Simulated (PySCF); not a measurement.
## N²⁺: excitation energy

N²⁺ [He] 2s2 2p1 (2P) → N²⁺ [He] 2s2 3s1 (2S), as a difference of total energies. All numbers are calculated (PySCF 2.14, the non-relativistic Hamiltonian (point nucleus), in aug-cc-pwCVDZ (5s4p2d, 27 functions)). Correlated levels: valence and next inner shell: nothing frozen. The calculations carry no spin-orbit coupling.

```tsv
method	excitation energy (eV)
UHF	27.799
MP2 (valence and next inner shell)	27.478
SCS-MP2 (valence and next inner shell)	27.428
CCSD (valence and next inner shell)	27.370
CCSD(T) (valence and next inner shell)	27.343
CCSDT (valence and next inner shell)	27.333
```

Problem. How much does correlation contribute at CCSD(T) (valence and next inner shell)?

Solution. 27.343 − (27.799) = -0.456 eV, measured against UHF.

A first-order spin-orbit estimate (lowest level to lowest level, LS coupling) adds 0.013 eV.

The promoted electron is Rydberg-like, and one or two diffuse shells describe it only roughly, which tends to raise the upper state.
